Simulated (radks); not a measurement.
All-electron atom: the europium ion Eu+ in [Xe] 4f7 6p1 (not the ground configuration). All-electron calculation, Dirac Kohn-Sham, PBE, spin-unpolarised, spherical densities, finite nucleus; open shells are shared between the two j in proportion to 2j + 1; Fermi nuclear charge, rms radius 5.1115 fm. Program: a radial shooting solver on a logarithmic mesh with Libxc functionals.

Spin-orbit splittings of the eigenvalues, e(l+1/2) - e(l-1/2), with zeta = 2 splitting/(2l+1) and mean radii in bohr:

shell  occ.  splitting (eV)  zeta (eV)  <r> j=l-1/2  <r> j=l+1/2
2p        6           648.0      432.0      0.07907      0.08580
3p        6           132.1      88.07       0.2388       0.2517
3d       10           28.74      11.50       0.2235       0.2276
4p        6           29.14      19.43       0.5792       0.6085
4d       10           5.227      2.091       0.6483       0.6587
4f        7               ?          ?       0.9533       0.9715
5p        6           3.816      2.544        1.556        1.652
6p        1          0.3379     0.2253        4.737        4.955

Estimate the 4f splitting.

Answer. 0.6187 eV (zeta = 0.1768 eV).
